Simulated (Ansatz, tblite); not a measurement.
Cost and result up the ladder for the cluster Ag3Au (the lowest singlet isomer of a short search) (4 atoms). The state is a singlet with charge 0. Geometry: B3LYP-D4/def2-SVP.

```xyz
4

Au    1.5543   -1.8383   -0.1134
Ag    0.9787    0.8471   -0.3533
Ag   -1.5577    1.8397    0.1074
Ag   -0.9753   -0.8485    0.3592
```

Ansatz on 4 threads of Arm Neoverse V1 on a shared host; xTB runs through tblite on one thread. Times are rough, summed over both states, and most runs start from the orbitals of an earlier one. PBE0-D4/def2-TZVP serves as the yardstick here, not as an exact answer. The other state is a doublet.

In the def2 sets Ag, Au take a core potential; there is no spin–orbit coupling. The xTB rows come from tblite. The structure comes from a short search, and lower isomers may exist.

Raw xTB energies of ions are shifted by several eV.

| level | functions | vertical IE (eV) | difference from PBE0-D4/def2-TZVP (eV) |
| --- | --- | --- | --- |
| r2SCAN-D4/def2-TZVP | 160 | 7.13 | 0.16 |
| PBE0-D4/def2-TZVP | 160 | 6.97 | 0.00 |
| GFN1-xTB | 36 | 12.34 | 5.38 |
| GFN2-xTB | 36 | 12.06 | 5.09 |
| PBE-D4/def2-TZVP (with forces) | 160 | 7.26 | 0.29 |

(1) Estimate how long each takes.

Answers

(1) GFN1-xTB 0.009 s; GFN2-xTB 0.013 s; PBE-D4/def2-TZVP (with forces) 6.6 s; PBE0-D4/def2-TZVP 9.1 s; r2SCAN-D4/def2-TZVP 14 s. On shared hardware such times vary by a factor of up to 3.
